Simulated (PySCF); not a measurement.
CuI, SMILES [Cu][I], multiplicity 1.

Coordinates come from a PBE0-D3(BJ)/def2-TZVP optimisation. The spin state was assumed, not searched. The def2 effective core potentials stand for the cores of I; spin–orbit coupling is left out.

Computed with TDA-CAM-B3LYP/def2-TZVPD run with PySCF.

Vertical excitations; the highest root listed may be one member of a degenerate set. The molecule is in vacuum. State labels are in the subgroup C2v.

```tsv
state	symmetry	energy (eV)	λ (nm)	f	main pairs
S1	B2	2.72	456	0.011	HOMO→LUMO, HOMO−5→LUMO (degenerate set)
S2	B1	2.72	456	0.011	HOMO−1→LUMO, HOMO−6→LUMO (degenerate set)
S3	A1	3.11	398	0.030	HOMO−2→LUMO 72 %, HOMO−7→LUMO 25 %
S4	A1	3.30	375	0.000	HOMO−3→LUMO (degenerate set)
S5	A2	3.30	375	0.000	HOMO−4→LUMO (degenerate set)
S6	B1	4.01	309	0.000	HOMO−6→LUMO, HOMO−1→LUMO (degenerate set)
S7	B2	4.01	309	0.000	HOMO−5→LUMO, HOMO→LUMO (degenerate set)
S8	A1	5.30	234	0.049	HOMO−7→LUMO 51 %, HOMO−1→LUMO+1 15 %, HOMO→LUMO+2 15 %, HOMO−2→LUMO 14 %
S9	A2	5.60	221	0.000	HOMO→LUMO+1 46 %, HOMO−1→LUMO+2 46 %
S10	A2	5.61	221	0.000	HOMO−1→LUMO+2 46 %, HOMO→LUMO+1 46 %
T1	B2	2.37	523	0	HOMO→LUMO, HOMO−5→LUMO (degenerate set)
T2	B1	2.37	523	0	HOMO−1→LUMO, HOMO−6→LUMO (degenerate set)
T3	A1	2.49	499	0	HOMO−2→LUMO 79 %, HOMO−7→LUMO 18 %
T4	A1	3.00	414	0	HOMO−3→LUMO 96 %
```
Triplets are in the Tamm–Dancoff approximation.
